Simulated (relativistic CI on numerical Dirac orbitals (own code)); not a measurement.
**Calculated levels, La XXIII**

Method of calculation: Dirac-Coulomb-Breit CI, separate exchange-only KLI orbitals for each configuration, a model potential for QED, unscaled Slater integrals (own radial code, finite nucleus).

Configuration list (outside the closed core [Ar] 3d10): 4s2 4p5, 4s 4p6, 4s2 4p4 4d, 4s 4p5 4d, 4s2 4p4 4f, 4s 4p5 4f, 4p6 4d, 4s 4p4 4d2, 4s2 4p3 4d 4f, 4p6 4f, 4s2 4p4 5s, 4s2 4p4 5p, 4p6 5s, 4p5 4d 4f, 4s 4p4 4d 5s, 4s 4p5 5s, 4s2 4p4 5d, 4s 4p4 4f2, 4s2 4p3 4f 5s, 4s 4p5 5p, 4s2 4p4 5f, 4s2 4p4 5g, 4s 4p5 5d, 4s2 4p4 6s, 4s2 4p4 6p, 4s 4p5 5f, 4p5 4f 5s, 4s2 4p3 4d2, 4s2 4p2 4d3, 4s 4p3 4d3, 4s2 4p2 4d2 4f, 4s 4p3 4d2 4f, 4s2 4p2 4d2 5s, 4p5 4d2, 4p4 4d3, 4p4 4d2 4f, 4p4 4d2 5s, 4p5 4d 5s, 4p4 4d 4f 5s, 4p4 4d 5s2, 4s2 4p3 5s2, 4s2 4p2 4d 5s2, 4s 4p3 4d 5s2, 4s2 4p2 4f 5s2, 4s 4p3 4f 5s2. Double excitations out of closed p, d and f shells are left out; levels of such configurations are missing from the list, as are those of other unlisted configurations, and high levels can miss mixing partners. These lack a partner that the ground configuration has and come out too high: 4s2 4p4 5p, 4s 4p5 5s, 4s2 4p4 5d, 4s 4p5 5p, 4s2 4p4 5f.

The lowest level is 4s2 4p5 2P°_3/2, with 98 % of that term; Hund's rules for 4s2 4p5 give 2P° with J = 3/2, in agreement.

| No. | Configuration | Term | J | E (cm⁻¹) | % | Lifetime (s) |
| --- | --- | --- | --- | --- | --- | --- |
| 1 | 4s2 4p5 | 2P° | 3/2 | 0 | 98 |  |
| 2 | 4s2 4p5 | 2P° | 1/2 | 172813 | 98 | 1.07e-05 |
| 3 | 4s 4p6 | 2S | 1/2 | 629456 | 74 | 3.77e-11 |
| 4 | 4p4(3P) 4d | 4D | 3/2 | 728501 | 46 | 1.86e-09 |
| 5 | 4p4(3P) 4d | 4D | 5/2 | 732504 | 58 | 2.79e-08 |
| 6 | 4p4(1D) 4d | 2P | 1/2 | 742300 | 48 | 2.73e-10 |
| 7 | 4p4(3P) 4d | 4D | 7/2 | 748385 | 44 | 1.66e-03 |
| 8 | 4p4(3P) 4d | 2F | 7/2 | 773674 | 52 | 8.86e-04 |
| 9 | 4p4(3P) 4d | 4F | 9/2 | 776696 | 73 | 4.54e-03 |
| 10 | 4p4(1S) 4d | 2D | 3/2 | 791687 | 51 | 7.16e-10 |
| 11 | 4p4(3P) 4d | 4P | 1/2 | 821689 | 58 | 1.52e-11 |
| 12 | 4p4(1S) 4d | 2D | 5/2 | 839785 | 45 | 9.38e-10 |
| 13 | 4p4(1D) 4d | 2D | 3/2 | 849052 | 36 | 1.74e-11 |
| 14 | 4p4(3P) 4d | 4F | 5/2 | 856486 | 34 | 1.59e-11 |
| 15 | 4p4(3P) 4d | 4D | 1/2 | 876002 | 70 | 8.24e-10 |
| 16 | 4p4(3P) 4d | 4D | 3/2 | 899339 | 34 | 4.28e-08 |
| 17 | 4p4(3P) 4d | 4F | 7/2 | 929547 | 54 | 1.56e-05 |
| 18 | 4p4(1D) 4d | 2F | 5/2 | 930443 | 41 | 8.27e-11 |
| 19 | 4p4(3P) 4d | 2F | 7/2 | 934060 | 46 | 1.82e-05 |
| 20 | 4p4(1D) 4d | 2P | 3/2 | 947888 | 47 | 8.05e-10 |
| 21 | 4p4(3P) 4d | 2F | 5/2 | 960920 | 51 | 4.90e-09 |
| 22 | 4p4(1D) 4d | 2G | 9/2 | 963494 | 73 | 1.93e-05 |
| 23 | 4p4(1D) 4d | 2D | 5/2 | 980038 | 48 | 2.18e-10 |
| 24 | 4p4(1D) 4d | 2F | 7/2 | 1003509 | 82 | 1.45e-05 |
| 25 | 4p4(1D) 4d | 2P | 3/2 | 1033863 | 54 | 2.71e-12 |
| 26 | 4p4(1D) 4d | 2S | 1/2 | 1037615 | 60 | 1.31e-12 |
| 27 | 4p4(3P) 4d | 2D | 5/2 | 1061490 | 83 | 1.20e-12 |
| 28 | 4p4(1D) 4d | 2D | 3/2 | 1073996 | 60 | 2.26e-12 |
| 29 | 4p4(3P) 4d | 2P | 1/2 | 1122065 | 83 | 1.64e-12 |
| 30 | 4p4(1S) 4d | 2D | 5/2 | 1165003 | 51 | 2.00e-10 |

Energies count from the lowest computed level; ° marks odd parity; lifetimes are radiative, by E1, M1, E2, M2, E3 decay to levels of this space only. Percentages are summed over parent terms; the parents shown are those of the largest component, closed shells are left out there.

The mean weight of the leading LS term, summed over parents, in these 30 levels is 58 %, and that of the leading jj configuration (from the same eigenvectors) 78 %, so jj coupling describes them better and the LS labels are nominal.

At this charge energies of transitions that change n are usually good to better than 1 %, and those within a shell (Δn = 0) to a few per cent.

LS names give the leading component of a level, which can be under half, so a name can repeat, a term be missing and a line seem to break the LS rules.
